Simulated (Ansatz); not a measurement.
`N[SiH]([SiH3])O[SiH3]` + CH₄ → `C[SiH](N)O[SiH3]` + SiH₄  (formal exchange of groups at the Si–Si bond)

Computed with Ansatz on PBE0-D4/def2-TZVP structures; ΔE is electronic, products minus reactants. CBS: MP2 limit from def2 TZ/QZ plus the TZ coupled-cluster correction, frozen cores. This one scheme is used for every species. Functionals use def2-TZVPP. B3LYP here is the variant with VWN-RPA as its local correlation; programs differ in this. One conformer a species, not always the lowest.

```json
{"level": "B3LYP", "ΔE (kJ/mol)": "-9.0"}
{"level": "CCSD(T)/def2-TZVPP", "ΔE (kJ/mol)": "-12.1"}
{"level": "HF/def2-QZVPP", "ΔE (kJ/mol)": "-21.1"}
{"level": "HF/CBS(def2)", "ΔE (kJ/mol)": "-21.2"}
```

(1) What does CCSD(T)/CBS give? (Best estimate.)

Largest T1 diagnostic among the species: 0.012.

Results:

(1) Ansatz gave: -10.7 kJ/mol. The listed levels differ from it by 1.7, -1.4, -10.4, -10.5 kJ/mol.

In def2-TZVPP, CCSD(T) changes the Hartree–Fock value by +8.5 kJ/mol (the triples alone add +1.7 kJ/mol) and MP2 by +4.1 kJ/mol. From PBE to PBE0 (25 % exact exchange), in def2-TZVPP and without D4, ΔE moves by −5.0 kJ/mol. The D4 term adds +3.2 kJ/mol with B3LYP and +2.0 kJ/mol with PBE0; it sums over pairs of atoms, weighted by their polarisabilities, and B3LYP, whose exchange is more repulsive, gets the larger term.
